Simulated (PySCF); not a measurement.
Be⁺ (beryllium, charge +1) across methods

[He] 3d1, 2D determinant (an excited configuration). All numbers are calculated (PySCF 2.14, the non-relativistic Hamiltonian (point nucleus), in aug-cc-pVDZ (4s3p2d, 23 functions)). The B2PLYP total includes its PT2 part (frozen core); its orbital energies are those of the SCF part.

```
 method  E (hartree)  mean ε 1s β (eV)  mean ε 1s α (eV)  mean ε 3d α (eV)  Σ⟨r²⟩ (bohr²)   ⟨S²⟩
 B2PLYP     -13.8687           -137.49           -137.49            -5.231          21.93  0.750
 r2SCAN     -13.8880           -127.75           -127.74            -4.532          22.22  0.750
   PBE0     -13.8639           -131.07           -131.07            -5.004          22.03  0.750
r2SCAN0     -13.8822           -132.81           -132.80            -4.841          22.17  0.750
    LDA     -13.6730           -123.55           -123.56            -4.367          22.19  0.750
 revPBE     -13.8989           -125.56           -125.57            -4.782          21.97  0.750
    PBE     -13.8609           -125.34           -125.35            -4.683          22.00  0.750
  wB97X     -13.9020           -133.00           -133.00            -6.151          21.89  0.750
```

(1) Estimate the same row for UHF.

The outer electron is Rydberg-like, and this basis confines it to a smaller radius and binds it less than a complete one would.

Results:

(1) E (hartree) = -13.82266; mean ε 1s β (eV) = -147.40; mean ε 1s α (eV) = -147.40; mean ε 3d α (eV) = -5.765; Σ⟨r²⟩ (bohr²) = 22.09; ⟨S²⟩ = 0.750.
